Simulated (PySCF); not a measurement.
Löwdin shares of the frontier orbitals

Compound: C5H17N3Si.
SMILES with atom numbers: `[CH3:1][N:2]([CH3:3])[SiH2:4][N:5]([CH3:6])[CH2:7][CH2:8][NH2:9]` (hydrogens: H10, H11, H12 on C1; H13, H14, H15 on C3; H16, H17 on Si4; H18, H19, H20 on C6; H21, H22 on C7; H23, H24 on C8; H25, H26 on N9)

Cartesian coordinates in Å at the PBE0-D3(BJ)/def2-SVP level; atoms count from 1:
```
atom  x, y, z in Å
C1     3.2305   -0.0150   -0.8846
N2     1.9344    0.1382   -0.2791
C3     1.6840    1.4456    0.2696
Si4    0.8882   -1.1929    0.0935
N5    -0.7534   -0.7674   -0.2678
C6    -1.1045   -0.3395   -1.6014
C7    -1.8551   -1.0633    0.6304
C8    -2.1853    0.0827    1.5889
N9    -2.4834    1.3673    0.9930
H10    4.0601    0.1305   -0.1635
H11    3.3792    0.7171   -1.7016
H12    3.3382   -1.0213   -1.3156
H13    2.3857    1.7084    1.0868
H14    1.7741    2.2313   -0.5047
H15    0.6629    1.4992    0.6765
H16    1.4500   -2.3222   -0.7184
H17    0.8400   -1.6057    1.5348
H18   -0.1973   -0.0342   -2.1459
H19   -1.6012   -1.1365   -2.1904
H20   -1.7827    0.5311   -1.5889
H21   -2.7483   -1.3174    0.0289
H22   -1.6360   -1.9650    1.2298
H23   -3.0332   -0.2211    2.2285
H24   -1.3269    0.2151    2.2713
H25   -1.7003    1.6699    0.4166
H26   -3.2884    1.2999    0.3726
```

Level of theory: TDDFT CAM-B3LYP/def2-SVPD, vertical, gas phase, core orbitals frozen in the response in PySCF.

Frontier orbitals with the atoms that hold most of them (Löwdin shares over 4%, at most four atoms; ? is withheld):

| orbital | ε (eV) | atoms |
| --- | --- | --- |
| HOMO-3 | -10.73 | Si4 34%, H17 22%, H16 18%, N5 5% |
| HOMO-2 | -8.67 | N9 52%, N5 16%, C8 6%, H26 5% |
| HOMO-1 | -7.75 | ? |
| HOMO | ? | N5 34%, N9 10%, N2 9%, C7 8% |
| LUMO | 1.16 | ? |
| LUMO+1 | 1.52 | C1 12%, Si4 10%, C7 8%, H21 6% |
| LUMO+2 | 1.83 | Si4 24%, H22 10%, H17 8%, H16 8% |

Give the leading atoms of the HOMO-1.

N2 (bonded to 2 C and Si) 46%; C1 (bonded to N and 3 H) 8%; C3 (bonded to N and 3 H) 8%; N5 (bonded to 2 C and Si) 6%. By element: nitrogen 52% or more, carbon 15% or more.

Give the leading atoms of the LUMO.

Si4 (bonded to 2 N and 2 H) 12%; C6 (bonded to N and 3 H) 10%; C3 (bonded to N and 3 H) 9%; C1 (bonded to N and 3 H) 7%. By element: carbon 26% or more, silicon 12%.

What is the HOMO energy, and the HOMO–LUMO gap?

ε(HOMO) = -7.50 eV; the gap is 8.66 eV (0.3183 hartree).

The HOMO–LUMO gap is 8.66 eV. Where does the response calculation put the lowest singlet, and from which orbitals?

S1 is at 5.87 eV (f = 0.021), 2.79 eV below the gap, made of HOMO→LUMO (72%), HOMO-1→LUMO+1 (10%), HOMO→LUMO+1 (9%). Without the coupling terms of the response equations the lowest excitation would equal the gap.

Next come S2 at 5.96 eV (f 0.0086), HOMO-1→LUMO (55%), HOMO→LUMO+1 (24%), HOMO-1→LUMO+1 (14%); S3 at 6.35 eV (f 0.030), HOMO→LUMO+2 (28%), HOMO→LUMO+1 (28%), HOMO→LUMO+6 (8%); S4 at 6.56 eV (f 0.034), HOMO→LUMO+4 (30%), HOMO-2→LUMO (18%), HOMO-1→LUMO+1 (13%); S5 at 6.59 eV (f 0.032), HOMO-1→LUMO+4 (25%), HOMO→LUMO+3 (14%), HOMO-1→LUMO (12%).

Löwdin shares depend on the basis, the more so with diffuse functions.

One conformer stands for the species.

Without π bonds the low states are Rydberg-like; a valence basis with one diffuse set may place them up to an eV too high.
